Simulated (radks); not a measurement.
Ionisation ladder of osmium, from Os XXIII to Os XLIV. Each ion is in the ground configuration listed by NIST, and IE = E(next ion) - E(this ion). Calculated with a radial shooting solver on a logarithmic mesh with Libxc functionals: Dirac Kohn-Sham, relativistic LDA (MacDonald-Vosko exchange, VWN5 correlation), spin-unpolarised, spherical densities, finite nucleus; open shells fill j = l - 1/2 first; Fermi nuclear charge, rms radius 5.4126 fm.

[
 {"species": "Os XXIII", "configuration": "[Kr] 4d10 4f8", "E (hartree)": "-17034.6840", "IE, Delta-SCF (eV)": "645.49", "-e(HOMO) (eV)": "622.49", "HOMO": "4f7/2", "<r> HOMO (bohr)": "0.464", "IE, NIST (eV)": "670", "kind": "theory", "error (eV)": "-24.5"},
 {"species": "Os XXIV", "configuration": "[Kr] 4d10 4f7", "E (hartree)": "-17010.9626", "IE, Delta-SCF (eV)": "692.29", "-e(HOMO) (eV)": "668.69", "HOMO": "4f7/2", "<r> HOMO (bohr)": "0.457", "IE, NIST (eV)": "720", "kind": "theory", "error (eV)": "-27.7"},
 {"species": "Os XXV", "configuration": "[Kr] 4d10 4f6", "E (hartree)": "-16985.5214", "IE, Delta-SCF (eV)": "744.55", "-e(HOMO) (eV)": "720.22", "HOMO": "4f5/2", "<r> HOMO (bohr)": "0.446", "IE, NIST (eV)": "770", "kind": "theory", "error (eV)": "-25.5"},
 {"species": "Os XXVI", "configuration": "[Kr] 4d10 4f5", "E (hartree)": "-16958.1598", "IE, Delta-SCF (eV)": "793.97", "-e(HOMO) (eV)": "769.07", "HOMO": "4f5/2", "<r> HOMO (bohr)": "0.439", "IE, NIST (eV)": "820", "kind": "theory", "error (eV)": "-26.0"},
 {"species": "Os XXVII", "configuration": "[Kr] 4d10 4f4", "E (hartree)": "-16928.9818", "IE, Delta-SCF (eV)": "844.55", "-e(HOMO) (eV)": "819.07", "HOMO": "4f5/2", "<r> HOMO (bohr)": "0.432", "IE, NIST (eV)": "870", "kind": "theory", "error (eV)": "-25.5"},
 {"species": "Os XXVIII", "configuration": "[Kr] 4d10 4f3", "E (hartree)": "-16897.9453", "IE, Delta-SCF (eV)": "896.24", "-e(HOMO) (eV)": "870.21", "HOMO": "4f5/2", "<r> HOMO (bohr)": "0.426", "IE, NIST (eV)": "920", "kind": "theory", "error (eV)": "-23.8"},
 {"species": "Os XXIX", "configuration": "[Kr] 4d10 4f2", "E (hartree)": "-16865.0090", "IE, Delta-SCF (eV)": "949.05", "-e(HOMO) (eV)": "922.46", "HOMO": "4f5/2", "<r> HOMO (bohr)": "0.420", "IE, NIST (eV)": "970", "kind": "theory", "error (eV)": "-20.9"},
 {"species": "Os XXX", "configuration": "[Kr] 4d10 4f1", "E (hartree)": "-16830.1320", "IE, Delta-SCF (eV)": "1003.0", "-e(HOMO) (eV)": "975.82", "HOMO": "4f5/2", "<r> HOMO (bohr)": "0.414", "IE, NIST (eV)": "1015", "kind": "theory", "error (eV)": "-12.0"},
 {"species": "Os XXXI", "configuration": "[Kr] 4d10", "E (hartree)": "-16793.2741", "IE, Delta-SCF (eV)": "1261.6", "-e(HOMO) (eV)": "1235.6", "HOMO": "4d5/2", "<r> HOMO (bohr)": "0.432", "IE, NIST (eV)": "1262", "kind": "theory", "error (eV)": "-0.4"},
 {"species": "Os XXXII", "configuration": "[Kr] 4d9", "E (hartree)": "-16746.9124", "IE, Delta-SCF (eV)": "1313.9", "-e(HOMO) (eV)": "1287.6", "HOMO": "4d5/2", "<r> HOMO (bohr)": "0.429", "IE, NIST (eV)": "1311", "kind": "theory", "error (eV)": "+2.9"},
 {"species": "Os XXXIII", "configuration": "[Kr] 4d8", "E (hartree)": "-16698.6270", "IE, Delta-SCF (eV)": "1366.9", "-e(HOMO) (eV)": "1340.3", "HOMO": "4d5/2", "<r> HOMO (bohr)": "0.426", "IE, NIST (eV)": "1364", "kind": "theory", "error (eV)": "+2.9"},
 {"species": "Os XXXIV", "configuration": "[Kr] 4d7", "E (hartree)": "-16648.3955", "IE, Delta-SCF (eV)": "1420.4", "-e(HOMO) (eV)": "1393.5", "HOMO": "4d5/2", "<r> HOMO (bohr)": "0.422", "IE, NIST (eV)": "1420", "kind": "theory", "error (eV)": "+0.4"},
 {"species": "Os XXXV", "configuration": "[Kr] 4d6", "E (hartree)": "-16596.1957", "IE, Delta-SCF (eV)": "1474.6", "-e(HOMO) (eV)": "1447.4", "HOMO": "4d5/2", "<r> HOMO (bohr)": "0.419", "IE, NIST (eV)": "1474", "kind": "theory", "error (eV)": "+0.6"},
 {"species": "Os XXXVI", "configuration": "[Kr] 4d5", "E (hartree)": "-16542.0056", "IE, Delta-SCF (eV)": "1529.3", "-e(HOMO) (eV)": "1501.9", "HOMO": "4d5/2", "<r> HOMO (bohr)": "0.416", "IE, NIST (eV)": "1528", "kind": "theory", "error (eV)": "+1.3"},
 {"species": "Os XXXVII", "configuration": "[Kr] 4d4", "E (hartree)": "-16485.8039", "IE, Delta-SCF (eV)": "1606.8", "-e(HOMO) (eV)": "1578.6", "HOMO": "4d3/2", "<r> HOMO (bohr)": "0.406", "IE, NIST (eV)": "1606", "kind": "theory", "error (eV)": "+0.8"},
 {"species": "Os XXXVIII", "configuration": "[Kr] 4d3", "E (hartree)": "-16426.7546", "IE, Delta-SCF (eV)": "1663.5", "-e(HOMO) (eV)": "1635.1", "HOMO": "4d3/2", "<r> HOMO (bohr)": "0.403", "IE, NIST (eV)": "1660", "kind": "theory", "error (eV)": "+3.5"},
 {"species": "Os XXXIX", "configuration": "[Kr] 4d2", "E (hartree)": "-16365.6212", "IE, Delta-SCF (eV)": "1720.8", "-e(HOMO) (eV)": "1692.1", "HOMO": "4d3/2", "<r> HOMO (bohr)": "0.400", "IE, NIST (eV)": "1720", "kind": "theory", "error (eV)": "+0.8"},
 {"species": "Os XL", "configuration": "[Kr] 4d1", "E (hartree)": "-16302.3824", "IE, Delta-SCF (eV)": "1778.7", "-e(HOMO) (eV)": "1749.6", "HOMO": "4d3/2", "<r> HOMO (bohr)": "0.397", "IE, NIST (eV)": "1776", "kind": "theory", "error (eV)": "+2.7"},
 {"species": "Os XLI", "configuration": "[Kr]", "E (hartree)": "-16237.0178", "IE, Delta-SCF (eV)": "1997.7", "-e(HOMO) (eV)": "1969.4", "HOMO": "4p3/2", "<r> HOMO (bohr)": "0.406", "IE, NIST (eV)": "1996", "kind": "theory", "error (eV)": "+1.7"},
 {"species": "Os XLII", "configuration": "[Ar] 3d10 4s2 4p5", "E (hartree)": "-16163.6030", "IE, Delta-SCF (eV)": "2054.6", "-e(HOMO) (eV)": "2026.1", "HOMO": "4p3/2", "<r> HOMO (bohr)": "0.404", "IE, NIST (eV)": "2052", "kind": "theory", "error (eV)": "+2.6"},
 {"species": "Os XLIII", "configuration": "[Ar] 3d10 4s2 4p4", "E (hartree)": "-16088.0964", "IE, Delta-SCF (eV)": "2111.8", "-e(HOMO) (eV)": "2083.2", "HOMO": "4p3/2", "<r> HOMO (bohr)": "0.402", "IE, NIST (eV)": "2112", "kind": "theory", "error (eV)": "-0.2"},
 {"species": "Os XLIV", "configuration": "[Ar] 3d10 4s2 4p3", "E (hartree)": "-16010.4874", "IE, Delta-SCF (eV)": "2169.3", "-e(HOMO) (eV)": "2140.5", "HOMO": "4p3/2", "<r> HOMO (bohr)": "0.399", "IE, NIST (eV)": "2168", "kind": "theory", "error (eV)": "+1.3"}
]

Reference values: NIST Atomic Spectra Database (exp. = measured, semi-emp. = semi-empirical, theory = theoretical value adopted there). The ionisation energy per charge of the ion left behind rises most, in proportion, at Os XXXI ([Kr] 4d10), from 33.432 to 40.696 eV. Spin polarisation and multiplet splitting are left out, so open shells lie too high by an amount that depends on their filling.

Beside tabulated values, note that spin-unpolarised runs miss the spin-polarisation part of the exchange energy of open shells.
